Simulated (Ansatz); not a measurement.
Input for Ansatz (an electronic-structure program): R-B3LYP/def2-TZVPP on H6Mo (SMILES [MoH6]). Elements past Kr take the def2 small-core potentials; no spin–orbit coupling.

Ansatz 0.2 input:
```yaml
crystal:
  periodic: [false, false, false]
  atoms:
    - {symbol: Mo, position_ang: [-0.00000000, -0.00000000, 0.00000000]}
    - {symbol: H, position_ang: [1.80660465, -0.00000000, 0.00000000]}
    - {symbol: H, position_ang: [-1.80660465, 0.00000000, -0.00000000]}
    - {symbol: H, position_ang: [-0.00000000, 1.80660465, 0.00000000]}
    - {symbol: H, position_ang: [0.00000000, -1.80660465, -0.00000000]}
    - {symbol: H, position_ang: [0.00000000, 0.00000000, 1.80660465]}
    - {symbol: H, position_ang: [-0.00000000, -0.00000000, -1.80660465]}
basis:
  gaussian:
    orbitals: def2-TZVPP
hamiltonian:
  xc: {name: B3LYP}
scf: {lower_state_search: off}
```

Task: Give the final energy of this run.

Result: -71.4512 hartree.

Task: How many basis functions does it have, and what does it roughly cost on one machine?

Result: 140 functions; about 8 core-seconds (a rough figure).
